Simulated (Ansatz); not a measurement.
An input meant for C₄H₁₃NSn⁺, that is SnH3(NEt2) with one electron fewer (charge 1, doublet).

```yaml
crystal:
  periodic: [false, false, false]
  atoms:
    - {symbol: Sn, position_ang: [0.974258, 2.006524, 0.759734]}
    - {symbol: H, position_ang: [0.609023, 2.212645, 2.420694]}
    - {symbol: H, position_ang: [2.657629, 1.972560, 0.446924]}
    - {symbol: H, position_ang: [0.244777, 3.272167, -0.156798]}
    - {symbol: N, position_ang: [0.288597, 0.148582, 0.269726]}
    - {symbol: C, position_ang: [-1.009599, -0.273845, 0.747315]}
    - {symbol: C, position_ang: [-2.204273, 0.311430, -0.000626]}
    - {symbol: C, position_ang: [0.774368, -0.509880, -0.926129]}
    - {symbol: C, position_ang: [1.346947, -1.896138, -0.656523]}
    - {symbol: H, position_ang: [-1.096984, -0.023423, 1.820346]}
    - {symbol: H, position_ang: [-1.064907, -1.378462, 0.708187]}
    - {symbol: H, position_ang: [-2.235557, 1.409405, 0.096574]}
    - {symbol: H, position_ang: [-2.160873, 0.076381, -1.075930]}
    - {symbol: H, position_ang: [-3.155082, -0.086093, 0.389498]}
    - {symbol: H, position_ang: [-0.017772, -0.584471, -1.701089]}
    - {symbol: H, position_ang: [1.563831, 0.108610, -1.387882]}
    - {symbol: H, position_ang: [2.190541, -1.833051, 0.047899]}
    - {symbol: H, position_ang: [0.593137, -2.566236, -0.214373]}
    - {symbol: H, position_ang: [1.701937, -2.366715, -1.587516]}
basis:
  gaussian: {orbitals: def2-mTZVP, fitting: {mean_field: cc-pVTZ-jkfit}}
total_charge: 1
magnetization: {spin_polarized: false, initial_magnetization: 1}
hamiltonian: {xc: {name: rPW86-PBE}, dispersion: d3bj}
scf: {omitted_lower_state_checks: [starts]}
output: {forces: true}
```

```sh
$ ansatz run in.yaml --threads 4 --pin off --events-out ev --progress --plain --max-ram 8704MiB
```

It prints (some lines left out):

```
Functional definition: rPW86-PBE
  name "rPW86-PBE"
  cite "Murray, Lee & Langreth, J. Chem. Theory Comput. 5, 2754 (2009) doi:10.1021/ct900365q"
  cite "Perdew, Burke & Ernzerhof, Phys. Rev. Lett. 77, 3865 (1996) doi:10.1103/PhysRevLett.77.3865"
  parent pbe
  exchange = rpw86_x
  correlation = pbe_c
these checks for a lower state are left out or cut short: starts
Error: [file] the basis set cc-pVTZ-JKFIT has no functions for Sn
```

In the def2 sets Sn takes a core potential; there is no spin–orbit coupling.

With spin_polarized false and unpaired electrons the run is restricted open-shell.
